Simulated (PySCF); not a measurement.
GeH3: umbrella curve

Method: UPBE0 in PySCF with Ge def2-TZVP, H def2-TZVP; no relativity; density-fitted integrals.

Rigid scan from the doublet minimum (Ge–H 1.539 Å (×3); H–Ge–H 111.2° (×3)). Coordinate: angle between each bond and the threefold axis, bonds fixed. Energies in kJ/mol from the minimum.

| angle of the bonds to the threefold axis (°) | E (kJ/mol) | dipole size (D) | ⟨S²⟩ |
| --- | --- | --- | --- |
| 55 | 71.3 | 0.95 | 0.75 |
| 60 | 34.1 | 0.68 | 0.75 |
| 65 | 11.2 | 0.41 | 0.75 |
| 70 | 1.0 | 0.14 | 0.75 |
| 75 | 1.3 | 0.08 | 0.75 |
| 80 | 8.6 | 0.20 | 0.75 |
| 85 | 17.3 | 0.17 | 0.75 |
| 90 | 21.3 | 0.00 | 0.76 |

With the bonds held, the planar shape lies 21.3 kJ/mol from the minimum.

Other isomers or separated fragments may lie lower.
